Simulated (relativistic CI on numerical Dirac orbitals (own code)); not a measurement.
**Ga IV: calculation against measurement**

Computed by Dirac-Coulomb-Breit CI, separate exchange-only KLI orbitals for each configuration, model QED (radiative potential, 1s self-energy scaled to tabulated hydrogen-like ionisation energies), valence Slater integrals scaled by 0.85, P86 correlation estimate, and configurations built on the next ion tied to the tabulated ionisation energy (semi-empirical) (own radial code, finite nucleus).

Configurations in the expansion (outside the closed core [Ar]): 3d¹⁰, 3d⁹4s, 3d⁹4p, 3d⁹4d, 3d⁹5s, 3d⁹4f, 3d⁸4s², 3d⁹5p, 3d⁹5d, 3d⁸4s4p, 3d⁹5f, 3d⁹5g, 3d⁸4p², 3d⁸4s4d. Levels of other configurations are missing.

```tsv
Configuration	Term (tabulated)	J	Measured (cm⁻¹)	Computed	Error	Purity (%)
3d¹⁰	1S	0	0.0	0	0	100
3d⁹4s	3D	3	149512.1	155714	6202	100
3d⁹4s	3D	2	150967.0	157113	6146	86
3d⁹4s	3D	1	153085.9	159192	6106	100
3d⁹4s	1D	2	156024.7	161947	5922	86
3d⁹4p	3P°	2	224243.3	229767	5524	97
3d⁹4p	3P°	1	227320.4	232697	5377	97
3d⁹4p	3F°	3	227681.2	233008	5327	69
3d⁹4p	3F°	4	228952.8	234083	5130	100
3d⁹4p	3P°	0	229140.3	234448	5308	100
3d⁹4p	3F°	2	230040.0	235275	5235	94
3d⁹4p	1F°	3	233192.3	238198	5006	57
3d⁹4p	1D°	2	233824.7	238825	5000	60
3d⁹4p	3D°	3	234939.5	239712	4773	65
3d⁹4p	1P°	1	236311.9	242014	5702	90
3d⁹4p	3D°	1	236906.5	241404	4497	90
3d⁹4p	3D°	2	237458.0	242226	4768	57
3d⁹4d	3S	1	328763.7	331238	2474	89
3d⁹4d	3G	5	332554.3	334225	1670	100
3d⁹4d	3G	4	332730.5	334395	1664	58
3d⁹4d	3P	2	332757.5	334403	1645	79
3d⁹4d	3D	3	333964.2	335760	1796	65
3d⁹4d	3P	0	334403.3	336054	1651	99
3d⁹4d	3D	1	336933.8	338456	1522	80
3d⁹4d	1D	2	337833.8	339648	1814	64
3d⁹4d	3F	3	338504.4	340570	2065	56
3d⁹4d	3F	2	338719.6	340958	2238	68
3d⁹5s	3D	3	343319.9	344946	1626	99
3d⁹5s	3D	2	343912.7	345526	1614	55
3d⁹5s	3D	1	346887.6	348438	1550	99
3d⁹5s	1D	2	347402.8	348952	1549	56
3d⁹5p	3P°	2	368684.0	370246	1562	94
3d⁹5p	3F°	3	369718.0	371257	1539	57
3d⁹5p	3F°	4	370123.0	371563	1440	100
3d⁹5p	3P°	1	370458.0	372038	1580	76
3d⁹5p	3D°	3	371636.0	373119	1483	81
3d⁹5p	3P°	0	372649.0	374081	1432	100
3d⁹5p	3F°	2	373171.0	374631	1460	73
3d⁹5p	1P°	1	373824.0	375615	1791	75
3d⁹5p	3D°	1	374883.0	376338	1455	91
3d⁹5p	3D°	2	375134.0	376565	1431	60
3d⁸4s4p	5D° †	4	403072.0	394145	-8927	94
3d⁸4s4p	5D° †	3	405366.0	396520	-8846	91
3d⁸4s4p	5D° †	2	407383.0	398528	-8855	92
3d⁹5d	3S	1	407846.0	409394	1548	77
3d⁸4s4p	5G° †	4	408135.0	398497	-9638	74
3d⁹5d	3G	5	409158.0	410423	1265	100
3d⁹5d	3P	2	409319.0	410598	1279	69
3d⁹5d	3D	3	409716.0	411026	1310	84
3d⁹5d	3F	4	410220.0	411485	1265	82
3d⁹5d	3P	0	411044.0	412471	1427	100
3d⁸4s4p	5F° †	4	412166.0	402163	-10003	76
3d⁹5d	3G	3	412803.0	414005	1202	80
3d⁹5d	3D	1	413010.0	414252	1242	74
```

Measured levels from Shirai, Reader, Kramida and Sugar, J. Phys. Chem. Ref. Data 36, 509 (2007); pairs were made by configuration, J and term (by order where the table uses no LS term), so strongly mixed levels may be paired wrongly.

Mean error by configuration (cm⁻¹): 3d⁹4s 6094; 3d⁹4p 5137; 3d⁹4d 1854; 3d⁹5s 1585; 3d⁹5p 1517; 3d⁹5d 1317. Over the excited levels the mean absolute error is 2846 cm⁻¹ (53 of the 69 excited levels that our extract of the source holds in range could be paired, and the others can miss by more), and the median relative error of those above 1,000 cm⁻¹ is 0.49 %. † marks terms whose computed intervals miss the measured ones by more than a factor of 2.5, or configurations far off the rest, from wrong mixing, a near crossing or a doubtful label or measurement; they are left out of the means.
